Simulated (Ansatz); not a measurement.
`BN[SiH2]Cl` + H₂ → `BN[SiH3]` + HCl at 500 K and 1 bar (hydrogenolysis of the Si–Cl bond).

Computed with Ansatz on PBE0-D4/def2-TZVP structures; ΔE is electronic, products minus reactants. CCSD(T)/CBS adds triple-zeta CCSD(T) − MP2 to the extrapolated MP2 energy (def2 sets, frozen cores). This one scheme is used for every species. One conformer a species, not always the lowest.

```json
{"species": "`BN[SiH2]Cl`", "CCSD(T)/CBS energy (Eh)": "-831.46864", "H − E (kJ/mol)": "191.6", "S (J/(mol·K))": "379.3"}
{"species": "H₂", "CCSD(T)/CBS energy (Eh)": "-1.17544", "H − E (kJ/mol)": "41.0", "S (J/(mol·K))": "145.5"}
{"species": "`BN[SiH3]`", "CCSD(T)/CBS energy (Eh)": "-372.22946", "H − E (kJ/mol)": "202.1", "S (J/(mol·K))": "342.4"}
{"species": "HCl", "CCSD(T)/CBS energy (Eh)": "-460.38127", "H − E (kJ/mol)": "32.5", "S (J/(mol·K))": "201.9"}
```

H − E and S are ideal-gas, rigid-rotor, harmonic terms from PBE0-D4/def2-TZVP, for one conformer and one mirror image of each species. The MP2-based limit puts H₂ 0.8 mEh under its directly extrapolated value; such offsets cancel only in part. 1 Eh = 2625.50 kJ/mol, R = 8.31446 J/(mol·K).

Question: By hand: ΔE, ΔH, ΔS and ΔG.

Answer: ΔE = (-372.22946) + (-460.38127) − (-831.46864) − (-1.17544) = 0.03335 Eh = 87.6 kJ/mol. Δ(H − E) = 202.1 + 32.5 − 191.6 − 41.0 = 2.0, so ΔH = 89.6 kJ/mol. ΔS = 342.4 + 201.9 − 379.3 − 145.5 = 19.5 J/(mol·K). ΔG = 89.6 − 500 × (19.5)/1000 = 79.8 kJ/mol.

Question: By hand: the equilibrium constant, and the temperature at which ΔG would vanish if ΔH and ΔS stayed fixed.

Answer: log₁₀ K = −ΔG/(RT ln 10) = -8.3. ΔG = 0 at ΔH/ΔS = 4595 K, far beyond where these terms or the molecules hold.

ΔH outweighs TΔS. A doubt of 5 kJ/mol in ΔE shifts log₁₀ K by 0.5 here. Other conformers and mirror images would add mixing entropy, several J/(mol·K) or more a flexible species. Modes under 60 cm⁻¹, often nearly free rotors, make the harmonic entropy too high. These are equilibria of isolated gas molecules and say nothing of rates. Largest T1 diagnostic: 0.012 (customary marks: 0.02 for closed shells, 0.045 for open ones).
